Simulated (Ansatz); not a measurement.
`N[SiH]Br` radical, charge 0, multiplicity 2.

(1) Give a relaxed structure at PBE0-D4/def2-TZVP (the Gaussian-basis code of Ansatz). (Best estimate.)

Answers

(1) The calculation gave: 
Z-matrix (Å, degrees):
```
N
Si 1 1.704
H 1 1.006 2 123.3
H 1 1.007 2 121.6 3 162.3
Br 2 2.242 1 110.7 3 59.2
H 2 1.492 1 105.7 3 176.9
```
